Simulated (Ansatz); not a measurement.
CH9BSi3 can be A, `C[SiH]1[SiH2]B1[SiH3]`, or B, `B[SiH]1C[SiH2][SiH2]1`.

Calculated with Ansatz (gas phase, PBE0-D4/def2-TZVP geometries, no zero-point term in ΔE). CBS: MP2 limit from def2 TZ/QZ plus the TZ coupled-cluster correction, frozen cores. Functionals use def2-TZVPP. B3LYP here is the variant with VWN-RPA as its local correlation; programs differ in this.

Task: Which isomer does CCSD(T)/CBS put lower? Give the gap. (An estimate is asked.)

Result: Computed: B, by 18.9 kcal/mol.

Task: Give E(B) − E(A) in kcal/mol with B2PLYP, r2SCAN-D4, CCSD(T)/def2-TZVPP, MP2/def2-TZVPP, PBE0-D4, PBE-D4, B3LYP. (Estimate.)

Result: The calculation gave: B2PLYP -17.1, r2SCAN-D4 -21.2, CCSD(T)/def2-TZVPP -18.0, MP2/def2-TZVPP -18.2, PBE0-D4 -22.6, PBE-D4 -21.9, B3LYP -16.6. None reverses the order clearly.

Largest T1 diagnostic: 0.014.

In def2-TZVPP, CCSD(T) changes the Hartree–Fock value by −4.3 kcal/mol (the triples alone add −0.1 kcal/mol) and MP2 by −4.6 kcal/mol. From PBE to PBE0 (25 % exact exchange), in def2-TZVPP and without D4, E(B) − E(A) moves by −0.9 kcal/mol.
